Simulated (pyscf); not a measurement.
## H₃C–Be–NH₂, singlet

Gas-phase minimum from PySCF at ωB97X-D3(BJ)/def2-SVP, one conformer. 

```
Be
N 1 1.5092
H 2 1.0159 1 125.73
H 2 1.0159 3 108.65 1 -179.94
C 1 1.6854 4 158.27 2 -179.22
H 5 1.1045 1 112.77 4 -102.40
H 5 1.1052 6 106.97 1 123.70
H 5 1.1057 6 106.68 7 113.37
```

Properties at ωB97X-D3(BJ)/def2-SVP:

```
Item                                                                                                                                                                                                                   Result
---------------------------------------------------------------------------------------------------------------------  ------------------------------------------------------------------------------------------------------
Harmonic wavenumbers, unscaled                                                                                         11, 236, 249, 451, 562, 609, 713, 756, 1219, 1348, 1436, 1438, 1551, 3043, 3128, 3137, 3622, 3698 cm⁻¹
Zero-point energy                                                                                                                                                                                               38.9 kcal/mol
Rotational symmetry number                                                                                                                                                                                                  1
Entropy of this conformer at 298 K and 1 atm, rigid rotor and harmonic oscillator, modes under 100 cm⁻¹ raised to 100                                                                                         286.4 J/(mol K)
Dipole moment                                                                                                                                                                                                          1.21 D
```

Single-point totals, which compare only within one level (frozen core for MP2 and CC):

```
level                   total energy (hartree)
----------------------  ----------------------
ωB97X-D3(BJ)/def2-TZVP              -110.75579
PBE/def2-TZVP                       -110.52980
r²SCAN/def2-TZVP                    -110.62304
B3LYP-D3(BJ)/def2-TZVP              -110.71704
PBE0-D3(BJ)/def2-TZVP               -110.55123
M06-2X/def2-TZVP                    -110.64567
ωB97M-D3(BJ)/def2-TZVP              -110.72854
HF/def2-TZVPP                       -109.94938
MP2/def2-TZVPP                      -110.42238
CCSD/def2-TZVPP                     -110.45274
CCSD(T)/def2-TZVPP                  -110.46952
```

The lowest mode is so soft that the shape along it may change with the basis. Soft torsions are taken as harmonic, which can shift the entropy by several J/(mol K). The CCSD(T) − MP2 part came from Ansatz, without density fitting, on the same reference.
